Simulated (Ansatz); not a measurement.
Relaxation of AlClFH$_{3}$OSi (8 atoms, charge 0, multiplicity 1), to a largest force component of 0.02 eV/Å in at most 40 steps.

Method: Ansatz, RKS PBE0-D4/6-31G.

```xyz
8
Properties=species:S:1:pos:R:3
Al 0.000 0.000 0.000
F 0.000 0.000 1.690
O 1.542 0.000 -0.890
Si 2.387 -1.376 -1.352
H 1.460 -2.351 -1.918
H 3.388 -1.020 -2.353
H 3.050 -1.955 -0.187
Cl -1.931 0.000 -1.115
```

Question: Where does it end, and by what steps?

Answer: The run converged. Limits of this set-up: no polarisation functions. After 7 steps the energy has fallen by 0.581 eV; O3 moved furthest, 0.89 Å.

```json
{"step": "0", "energy less start (eV)": "0.0000", "largest force component (eV/Å)": "2.548", "accepted": "yes"}
{"step": "1", "energy less start (eV)": "-0.2433", "largest force component (eV/Å)": "1.530", "accepted": "yes"}
{"step": "2", "energy less start (eV)": "-0.3664", "largest force component (eV/Å)": "0.858", "accepted": "yes"}
{"step": "3", "energy less start (eV)": "-0.4313", "largest force component (eV/Å)": "0.796", "accepted": "yes"}
{"step": "4", "energy less start (eV)": "-0.4991", "largest force component (eV/Å)": "0.551", "accepted": "yes"}
{"step": "5", "energy less start (eV)": "-0.5671", "largest force component (eV/Å)": "0.247", "accepted": "yes"}
{"step": "6", "energy less start (eV)": "-0.5799", "largest force component (eV/Å)": "0.084", "accepted": "yes"}
{"step": "7", "energy less start (eV)": "-0.5812", "largest force component (eV/Å)": "0.011", "accepted": "yes"}
```

```xyz
8
Properties=species:S:1:pos:R:3
Al -0.140 0.023 0.069
F -0.057 0.662 1.636
O 1.151 -0.759 -0.649
Si 2.457 -1.553 -1.392
H 1.930 -2.621 -2.307
H 3.251 -0.551 -2.180
H 3.326 -2.173 -0.336
Cl -2.023 0.269 -0.967
```

Whether the end is a true minimum wasn't checked by a vibrational analysis.

The run took 14 s on 1 thread of AMD EPYC 9R45 96-Core Processor (Zen 5), with other jobs on the host, peak memory 0.21 GiB.
